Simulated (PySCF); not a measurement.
Sn(OH)(SeH)3, SMILES [OH][Sn]([SeH])([SeH])[SeH], PBE0/def2-SVP optimised geometry.

```
9

O     -1.59     0.96    -0.36
Sn     0.34     0.67     0.00
Se     1.78     1.80    -1.76
Se     1.09     1.72     2.19
Se     0.38    -1.86     0.00
H     -1.86     1.86    -0.14
H      0.89     1.30    -2.83
H      0.54     0.57     2.94
H      1.86    -1.86     0.00
```

Density from PBE0/def2-TZVP, def2 effective core potentials past Kr (PySCF 2.14.0) at that geometry. The core electrons that the potentials of Sn replace are not part of the density.

Minimum of the electron density along straight lines between bonded atoms, close to the bond critical point (lines longer than 1.1 times the sum of covalent radii, or with two minima, are not listed):

```json
[
 {"bond": "O1–Sn2", "length / Å": "1.984", "ρ at the minimum / e bohr⁻³": "0.118", "∇²ρ there / e bohr⁻⁵": "0.44", "position (fraction from the first atom)": "0.49"},
 {"bond": "Sn2–Se3", "length / Å": "2.537", "ρ at the minimum / e bohr⁻³": "0.077", "∇²ρ there / e bohr⁻⁵": "0.05", "position (fraction from the first atom)": "0.47"},
 {"bond": "Sn2–Se4", "length / Å": "2.539", "ρ at the minimum / e bohr⁻³": "0.076", "∇²ρ there / e bohr⁻⁵": "0.05", "position (fraction from the first atom)": "0.47"},
 {"bond": "Sn2–Se5", "length / Å": "2.527", "ρ at the minimum / e bohr⁻³": "0.078", "∇²ρ there / e bohr⁻⁵": "0.04", "position (fraction from the first atom)": "0.47"},
 {"bond": "O1–H6", "length / Å": "0.966", "ρ at the minimum / e bohr⁻³": "0.354", "∇²ρ there / e bohr⁻⁵": "-2.37", "position (fraction from the first atom)": "0.80"},
 {"bond": "Se3–H7", "length / Å": "1.473", "ρ at the minimum / e bohr⁻³": "0.174", "∇²ρ there / e bohr⁻⁵": "-0.31", "position (fraction from the first atom)": "0.63"},
 {"bond": "Se4–H8", "length / Å": "1.472", "ρ at the minimum / e bohr⁻³": "0.174", "∇²ρ there / e bohr⁻⁵": "-0.31", "position (fraction from the first atom)": "0.63"},
 {"bond": "Se5–H9", "length / Å": "1.473", "ρ at the minimum / e bohr⁻³": "0.174", "∇²ρ there / e bohr⁻⁵": "-0.31", "position (fraction from the first atom)": "0.63"}
]
```
